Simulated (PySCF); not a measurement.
**NMR problem set**

No solvent model, equivalent nuclei averaged, non-relativistic Hamiltonian, one conformer. GFN2-xTB geometry; σ from GIAO-PBE0/pcSseg-1; PySCF.

Chemical shifts δ = σref − σ; ¹H (σ = 31.72 ppm) and ¹³C (σ = 186.93 ppm) vs TMS, all at this level. Splittings of carbon signals by F and P are missing where no couplings were computed. Where no couplings were computed, multiplicities follow the n + 1 count of equivalent neighbours, and m marks all less simple cases (inequivalent or close neighbours, rings, F or P nearby). Shifts are as computed. Against solution values, carbons near 30 ppm lie about +3 ppm off and those near 130 ppm about +5 ppm. Of 1211 compounds with measured shifts, 218 miss one by over three times the rms of a fit or turn the order of signals round; such compounds aren't used in these exercises.

**Question.** C$_{7}$H$_{7}$N$_{3}$. ¹H NMR (500 MHz, computed): δ 3.43 (s, 1H), 3.07 (s, 3H), 2.95 (s, 3H). ¹³C{¹H} NMR (computed): δ 170.3 (C), 163.5 (C), 146.0 (C), 100.2 (CH), 84.3 (C), 26.4 (CH3), 23.3 (CH3). Identify the compound.

**Answer.** SMILES C#Cc1nc(C)nnc1C. The formula gives 6 degrees of unsaturation (1 ring in the answer). 7 carbon signals for 7 carbons: no two carbons are equivalent. Carbon types of the structure: 4 × C, 1 × CH, 2 × CH3, which accounts for all hydrogens. δC 170.3, 163.5, 146.0: substituted aromatic carbon next to a ring nitrogen. δC 100.2: terminal alkyne carbon; sp carbons lie upfield of alkene carbons because the cylindrical π system leaves one tensor component strongly shielded. δC 84.3: alkyne carbon; the triple bond shields along its axis, which puts it between sp3 and sp2 carbons. δH 3.43: hydrogen on a terminal alkyne carbon; it lies on the axis of the triple bond, in its shielding cone.

This is the structure that produced the data.

**Question.** C$_{7}$H$_{11}$OPSi. ¹H NMR (400 MHz, computed): δ 6.98 (m, 2H), 6.92 (m, 1H), 6.61 (m, 1H), 6.23 (m, 2H), 6.23 (m, 1H), 3.87 (d, 3H), 2.95 (m, 1H). ¹³C{¹H} NMR (computed): δ 147.8 (CH), 145.0 (CH), 142.6 (CH2), 131.1 (CH), 36.1 (CH). Identify the compound.

**Answer.** `C=C[P@]1(=O)C=C[C@H]([SiH3])C=C1`. 5 carbon signals for 7 carbons: some carbons are equivalent by symmetry or fast rotation. Carbon types of the structure: 6 × CH, 1 × CH2, leaving 3 H on heteroatoms. δC 147.8, 145.0, 131.1: alkene CH; an sp2 carbon of a C=C bond. δC 142.6: terminal =CH2 carbon; an sp2 carbon of a C=C bond. δH 6.98, 6.23, 6.23: hydrogen on an alkene CH; attached to an sp2 carbon and in the plane of the double bond. δH 2.95: hydrogen on an allylic sp3 CH bonded to Si; allylic position.

This is the structure that produced the data.
